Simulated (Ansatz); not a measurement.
A run for Ansatz (a quantum-chemistry and plane-wave program): R-B2PLYP/def2-TZVPP on Rb2, 2S+1 = 1, a spin state set in the input, which need not be the lowest, a point of a bond scan (R = 4.316 Å). Elements past Kr take the def2 small-core potentials; no spin–orbit coupling.

Ansatz 0.2 input:
```yaml
crystal:
  periodic: [false, false, false]
  atoms:
    - {symbol: Rb, position_ang: [0.00000000, 0.00000000, 0.00000000]}
    - {symbol: Rb, position_ang: [0.00000000, 0.00000000, 4.31636500]}
basis:
  gaussian:
    orbitals: def2-TZVPP
    pivot_positions_ang: [[0.00000000, 0.00000000, 0.00000000], [0.00000000, 0.00000000, 4.31636500]]
hamiltonian:
  xc: {name: B2PLYP}
magnetization: {spin_polarized: false}
correlation: {electrons: valence}
output: {orbitals: {seedname: ./end}}
```

The head of its log:

```
WARN ansatz: RAYON_NUM_THREADS=1 ignored (pool sized by the plan → 1); use --threads N
Functional definition: B2PLYP
integrals: 0.03 GiB planned
556 factors; integrals over basis functions are off by at most 1.8e-4 eV
mean field: 0.21 GiB planned
mean field evaluation 1: about -1305.1505 eV, gradient 3.6e0 eV
mean field evaluation 2: about -1305.1498 eV, gradient 3.6e0 eV
mean field evaluation 4: about -1305.1973 eV, gradient 2.4e-1 eV
mean field evaluation 8: about -1305.1976 eV, gradient 6.0e-4 eV
mean field -1305.19759272 eV, -47.9651268377 hartree, gradient 2.9e-6 eV, S^2 0.000000; 0 other end points of the search recorded, 0 dependent functions left out
reference -1305.19770408 eV, -47.9651309301 hartree; 9, 9 occupied and 71, 71 virtual orbitals, 556 factors
```

**Question.** Predict the final total energy.

**Answer.** -48.0324 hartree.
